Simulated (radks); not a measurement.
Problem. The cadmium ion Cd+, [Kr] 4d10 5s1. All-electron calculation, non-relativistic Kohn-Sham, PBE, spin-polarised, spherical densities, point nucleus. Program: a radial shooting solver on a logarithmic mesh with Libxc functionals. Every spin shell is full or empty, so the densities are truly spherical. Functionals are evaluated on that one density, not self-consistently. Rank these exchange functionals by their error against the exact value of the orbitals, and give that value: LDA, B88, PBE, revPBE, WC, SOGGA, G96, TPSS, SCAN, TASK.

Solution. Exact: -148.651 hartree. From best to worst, with 100 (|E| - |E exact|)/|E exact| (equal figures are ties): B88 +0.04, SCAN +0.19, TPSS -0.25, revPBE -0.27, G96 +0.36, PBE -0.41, WC -0.86, TASK -2.25, SOGGA -2.30, LDA -4.92.
